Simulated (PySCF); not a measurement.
# One molecule, several mistakes: Al2CH4Si

These are calculations, not measurements. The program is PySCF 2.14.0, an open-source quantum chemistry code, run on an isolated molecule that a program drew, which may never have been made. The molecule is Al2CH4Si (charge 0, singlet), drawn as the SMILES string `[Al][C]([AlH2])=[SiH2]`.

Each row is a Hartree-Fock (HF) and frozen-core CCSD(T) single point in the cc-pV(D+d)Z basis, meant for a local HF minimum. Run 1 is clean. Each other run has one planted mistake out of seven kinds, and not every kind appears here: one electron removed, one electron added, multiplicity raised by two, geometry at a saddle point, minimal basis STO-3G, one bond length entered in bohr, all coordinates scaled. The reference is restricted for singlets and unrestricted otherwise, and also for a bond in bohr. Adding or removing an electron swaps singlet and doublet. Electrons count all cores. HOMO and LUMO are orbital energies over both spins, the gradient is its largest component, and the lowest frequency (negative if imaginary) is given only where the gradient is small. Bond lengths are over the 7 bonds as drawn. T1 is the CCSD diagnostic: over 0.02 (restricted) or 0.045 (unrestricted) a single reference is doubtful.

Geometry of the clean run:
```xyz
8
Al2CH4Si, angstrom
Al   -1.7150   -1.6643   -1.5785
C    -0.8993    0.0506   -2.0721
Al   -1.8991    1.6874   -2.2304
Si    0.7710    0.1333   -2.3870
H    -3.4608    1.6971   -1.9573
H    -1.1924    3.0492   -2.6337
H     1.6928   -1.0217   -2.3159
H     1.5311    1.3406   -2.7687
```

```
run,electrons,basis functions,<S^2>,HOMO (eV),LUMO (eV),gradient (hartree/bohr),lowest frequency (cm^-1),mean bond (Å),longest bond (Å),T1,HF (hartree),CCSD(T) (hartree),mistake
1,50,103,0.000,-7.55,0.80,3.8e-05,123,1.6738,1.962,0.0156,-812.91407,-813.32257,no fault
2,50,103,2.169,-6.16,-0.93,1.2e-01,-,1.6738,1.962,0.0644,-812.83014,-813.20515,multiplicity raised by two
3,50,103,0.875,-7.35,0.67,9.9e-03,-,1.8754,2.998,0.0646,-812.81522,-813.21633,?
4,50,36,0.000,-3.42,7.38,4.3e-02,-,1.6738,1.962,0.0104,-803.21092,-803.44059,?
```

**Which mistake was planted in run 3, and what did it cost?**

The mean bond changes by a factor of 1.120 and the longest by 1.528, so the molecule wasn't scaled as a whole. A length L in bohr read as angstrom grows by (1/0.5292 - 1) L = 0.890 L. The 7 bonds together grew by 7 x 0.2016 = 1.411 Å, which gives L = 1.586 Å. That is the length of one of the Al-H bonds, 1.586 Å in the clean geometry. So the mistake is: one bond length entered in bohr. Subtracting run 1 and multiplying by 627.51 kcal/mol a hartree, the energy moved by 62.0 kcal/mol in HF and 66.7 kcal/mol in CCSD(T).

**Which mistake was planted in run 4, and what did it cost?**

It has 36 basis functions where the clean run has 103, with the same electrons and geometry. So the mistake is: minimal basis STO-3G. Subtracting run 1 and multiplying by 627.51 kcal/mol a hartree, the energy moved by 6088.8 kcal/mol in HF and 6201.0 kcal/mol in CCSD(T).

Cautions from the logs. Run 2: T1 is over the limit, so its CCSD(T) energy is less reliable; run 3: T1 is over the limit, so its CCSD(T) energy is less reliable.
